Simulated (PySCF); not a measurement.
[Ni(H2O)6]2+ holds Ni(II), d8, at total charge +2. The structure is a model geometry with rigid ligands and bond lengths from ionic radii, not a minimum; coordination octahedral, point group Th, metal–donor distances 2.05 Å.

```
19

Ni    0.000    0.000    0.000
O     0.000    0.000    2.050
H     0.775    0.000    2.625
H    -0.775    0.000    2.625
O     0.000    0.000   -2.050
H     0.775    0.000   -2.625
H    -0.775    0.000   -2.625
O     2.050    0.000    0.000
H     2.625    0.775    0.000
H     2.625   -0.775    0.000
O    -2.050    0.000    0.000
H    -2.625    0.775    0.000
H    -2.625   -0.775    0.000
O     0.000    2.050    0.000
H     0.000    2.625    0.775
H     0.000    2.625   -0.775
O     0.000   -2.050    0.000
H     0.000   -2.625    0.775
H     0.000   -2.625   -0.775
```

Method (PySCF 2.14, density fitting): CASSCF(8,5) with orbitals averaged over all microstates of the shell, strongly contracted NEVPT2 on the averaged canonical orbitals; basis x2c-TZVPall on the metal, x2c-SVPall elsewhere; spin-free X2C; gas phase; spin-orbit coupling by state interaction with the mean-field operator over all roots.

Q: What is the ground state?

A: 3Ag (S = 1, orbital degeneracy 1), with 6.0 electrons in the lower (t2g-type) set and 2.0 in the upper (eg-type) set, by NEVPT2.

Q: List the excited states of the same spin.

A: By NEVPT2: 3Tg at 8555 cm⁻¹ (1169 nm); 3Tg at 14564 cm⁻¹ (687 nm); 3Tg at 27420 cm⁻¹ (365 nm). All are electric-dipole forbidden at this geometry.

Q: Which is the lowest state of another spin?

A: 1Eg at 16753 cm⁻¹ by NEVPT2; CASSCF alone puts it at 18714 cm⁻¹ above the same ground state.

Q: Give the fitted ligand-field and repulsion parameters.

A: At CASSCF level (the NEVPT2 levels don't fit a ligand-field model well): orbital energies 0, 0, 0, 6629, 6629 cm⁻¹; 10Dq = 6629 cm⁻¹; B = 1282 cm⁻¹; C = 4742 cm⁻¹; B over its free-ion value at the same level 0.973; rms of the fit 62 cm⁻¹; ζ = 652 cm⁻¹ (free ion 660).

Q: What magnetic behaviour follows?

A: The ground multiplet follows a spin Hamiltonian with S = 1, g = 2.271, 2.271, 2.271, D = 0 (spin-orbit part alone); the lowest levels hold 99 % of the spin-free ground state. μeff is 3.29 μB at 300 K and 3.21 μB at 10 K; the spin-only value is 2.83 μB.

NEVPT2 lifts 3Tg from 6777 to 8555 cm⁻¹; on the d shell alone it tends to overshoot states that fill the eg-type orbitals.

The job took 18 s on one thread of Arm Neoverse V1 (shared host), with 192 basis functions, launched as `OMP_NUM_THREADS=1 python lf_run.py task.json out`.
